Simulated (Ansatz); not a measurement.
Isolated molecules relaxed with PBE0-D4/def2-TZVP in Ansatz; ΔE leaves out vibrations. CBS: MP2 limit from def2 TZ/QZ plus the TZ coupled-cluster correction, frozen cores. DFT in def2-TZVPP. B3LYP here is the variant with VWN-RPA as its local correlation; programs differ in this. Open shells (•) are unrestricted, without spin–orbit coupling. For Ge outer-core shells are correlated without core-valence functions, which leaves a few kJ/mol of doubt a bond. Scalar relativity is left out up to krypton. One conformer a species, not always the lowest.

`C[O][Ge]([CH3])([F])[SH]` → `[CH3][Ge]([F])[SH]`• + `C[O]`•  (homolysis of the Ge–O bond)

| species | B3LYP energy (Eh) |
| --- | --- |
| `C[O][Ge]([CH3])([F])[SH]` | -2730.97760 |
| `[CH3][Ge]([F])[SH]`• | -2615.73563 |
| `C[O]`• | -115.10512 |

Task: Work out ΔE.

Result: ΔE = (-2615.73563) + (-115.10512) − (-2730.97760) = 0.13685 Eh = +85.9 kcal/mol. CCSD(T)/CBS gives +101.9 kcal/mol.

Largest T1 diagnostic among the species: 0.019.

The D4 term adds +3.9 kcal/mol with B3LYP and +2.2 kcal/mol with PBE0; it sums over pairs of atoms, weighted by their polarisabilities, and B3LYP, whose exchange is more repulsive, gets the larger term. From PBE to PBE0 (25 % exact exchange), in def2-TZVPP and without D4, ΔE moves by +2.2 kcal/mol.
